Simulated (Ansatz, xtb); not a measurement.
**C5H3NO3: 3 structures ranked**

3 gas-phase structures of C5H3NO3, from a drawn sample of its isomers (lower ones may exist). Each was relaxed with GFN2-xTB; where two conformers were screened, the lower at r2SCAN-D4/def2-SVP is listed:

A. `O=Cc1ncoc1C=O`, a singlet
B. `O=Cc1coc(C=O)n1`, a singlet
C. `O=Cc1cnc(C=O)o1`, a singlet

Which do you expect lowest at r2SCAN-D4/def2-SVP, and how would the others follow?

Calculated order at r2SCAN-D4/def2-SVP: A (0.0), B (1.0), C (1.1) kcal/mol. Less than 1 kcal/mol parts B and C, so the order within that pair means little.

Energies above the lowest of each column, in kcal/mol; the last columns are at B3LYP/def2-SVP geometries:

| structure | GFN2-xTB | HF/STO-3G | r2SCAN-D4/def2-SVP | B3LYP/def2-SVP | CCSD(T)/def2-SVP + ΔMP2/def2-TZVPP |
| --- | --- | --- | --- | --- | --- |
| A | 0.0 | 0.0 | 0.0 | 0.0 | 0.0 |
| B | 1.2 | 0.3 | 1.0 | 0.9 | 1.0 |
| C | 1.3 | 1.0 | 1.1 | 1.3 | 1.6 |

Every level run on A puts it lowest or level with the lowest. Flexible structures stand in one conformer each, not always the lowest. ΔMP2 is the change of the MP2 energy from the smaller to the larger basis.

Programs: Ansatz 0.2.0, xtb 6.7.1.
